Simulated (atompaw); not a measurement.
# Cutoff test, copper, PAW (atompaw)

* Element: Cu (Z = 29)
* Generator: atompaw 4.2.0.5
* Type: PAW
* Functional: PBE
* Relativity: scalar-relativistic
* Frozen core: [Ar]
* Valence charge: 11
* Reference configuration: 3d10 4s1 4p0
* Partial waves: 4s (bound): rc 2.45 bohr; 4s channel at 1.75 Ry: rc 3.00 bohr; 4p (bound, empty): rc 3.00 bohr; 4p channel at 3.2 Ry: rc 3.00 bohr; 3d (bound): rc 1.55 bohr; 3d channel at 0.75 Ry: rc 1.55 bohr
* Local potential: troulliermartins scheme with l = 3 at 0 Ry, radius 2.75 bohr
* Core correction: smooth core density matched at 2.25 bohr
* Augmentation charge: sinc compensation charge, radius 2.85 bohr; PAW radius 3.00 bohr; waves and projectors: custom rrkj gramschmidtortho

The pseudo-atom Hamiltonian at the reference potential is diagonalised in spherical Bessel functions j_l(qr) that vanish at 20 bohr, with q² up to the cutoff. All-electron valence levels (Ry): 4s -0.3388, 4p -0.0512, 3d -0.3703.

Question: How do the lowest levels (Ry) of each channel move with the cutoff, and are there ghosts?

Answer:

```json
{"cutoff (Ry)": "8", "s #1": "-0.3388", "p #1": "-0.0511", "p #2": "0.0553", "d #1": "0.0620", "d #2": "0.1463", "f #1": "0.1119", "f #2": "0.2395", "Σ f·Δε (mRy)": "4323.9"}
{"cutoff (Ry)": "15", "s #1": "-0.3388", "p #1": "-0.0511", "p #2": "0.0553", "d #1": "-0.0085", "d #2": "0.0684", "f #1": "0.1119", "f #2": "0.2395", "Σ f·Δε (mRy)": "3618.3"}
{"cutoff (Ry)": "30", "s #1": "-0.3388", "p #1": "-0.0511", "p #2": "0.0553", "d #1": "-0.3459", "d #2": "0.0640", "f #1": "0.1119", "f #2": "0.2395", "Σ f·Δε (mRy)": "245.0"}
{"cutoff (Ry)": "45", "s #1": "-0.3388", "p #1": "-0.0511", "p #2": "0.0553", "d #1": "-0.3696", "d #2": "0.0639", "f #1": "0.1119", "f #2": "0.2395", "Σ f·Δε (mRy)": "7.6"}
{"cutoff (Ry)": "70", "s #1": "-0.3388", "p #1": "-0.0511", "p #2": "0.0553", "d #1": "-0.3703", "d #2": "0.0639", "f #1": "0.1119", "f #2": "0.2395", "Σ f·Δε (mRy)": "1.1"}
{"cutoff (Ry)": "100", "s #1": "-0.3388", "p #1": "-0.0511", "p #2": "0.0553", "d #1": "-0.3703", "d #2": "0.0639", "f #1": "0.1119", "f #2": "0.2395", "Σ f·Δε (mRy)": "0.4"}
{"cutoff (Ry)": "400", "s #1": "-0.3388", "p #1": "-0.0511", "p #2": "0.0553", "d #1": "-0.3704", "d #2": "0.0639", "f #1": "0.1119", "f #2": "0.2395", "Σ f·Δε (mRy)": "0.0"}
```

Result: no extra level below or beside the all-electron valence levels (s, p, d, f tested); 10 mRy is reached at 45 Ry and 1 mRy at 80 Ry.
